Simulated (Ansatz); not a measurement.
CH7ClGeSi can be A, `[CH3][GeH2][SiH2]Cl`, or B, `Cl[SiH2][CH2][GeH3]`.

Calculated with Ansatz (gas phase, PBE0-D4/def2-TZVP geometries, no zero-point term in ΔE). CCSD(T)/CBS is the MP2 limit (def2-TZVPP, def2-QZVPP) plus CCSD(T) − MP2 in def2-TZVPP, frozen cores. Functionals use def2-TZVPP. B3LYP here is the variant with VWN-RPA as its local correlation; programs differ in this. For Ge outer-core shells are correlated without core-valence functions, which leaves a few kJ/mol of doubt a bond. Scalar relativity is left out up to krypton. One conformer a species, not always the lowest.

Task: Which is lower in electronic energy at CCSD(T)/CBS, and by how much? (An estimate is asked.)

Result: Computed: A, by 0.7 kcal/mol.

Task: Give E(B) − E(A) in kcal/mol with PBE0-D4, CCSD(T)/def2-TZVPP, CCSD/def2-TZVPP, B2PLYP, B3LYP, r2SCAN-D4, ωB97M-V. (An estimate is asked.)

Result: Computed: PBE0-D4 2.5, CCSD(T)/def2-TZVPP 0.6, CCSD/def2-TZVPP 0.6, B2PLYP 1.2, B3LYP 2.3, r2SCAN-D4 1.8, ωB97M-V 0.4. None reverses the order clearly.

Largest T1 diagnostic: 0.010.

From PBE to PBE0 (25 % exact exchange), in def2-TZVPP and without D4, E(B) − E(A) moves by −0.9 kcal/mol.
